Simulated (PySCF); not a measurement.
Be(I)(OSiH3) (BeH₃IOSi), SMILES [SiH3][O][Be][I].

The structure is a stationary point at PBE-D3(BJ)/def2-SVP. The def2 effective core potentials stand for the cores of I; spin–orbit coupling is left out. Other conformers were not sampled.

Level of theory: B3LYP/def2-TZVPD run with PySCF.

Symmetry labels are those of the subgroup Cs that the program uses (full group C3v).

Computed valence orbital energies around the gap with their symmetry:
```
orbital  symmetry  energy (eV)
-------  --------  -----------
HOMO−7         A'       -12.26
HOMO−6         A"       -10.78
HOMO−5         A'       -10.78
HOMO−4         A'        -9.48
HOMO−3         A"        -8.95
HOMO−2         A'        -8.95
HOMO−1         A"        -7.65
HOMO           A'        -7.65
LUMO           A'        -1.00
LUMO+1         A"        -0.14
LUMO+2         A'        -0.14
LUMO+3         A'         0.03
```
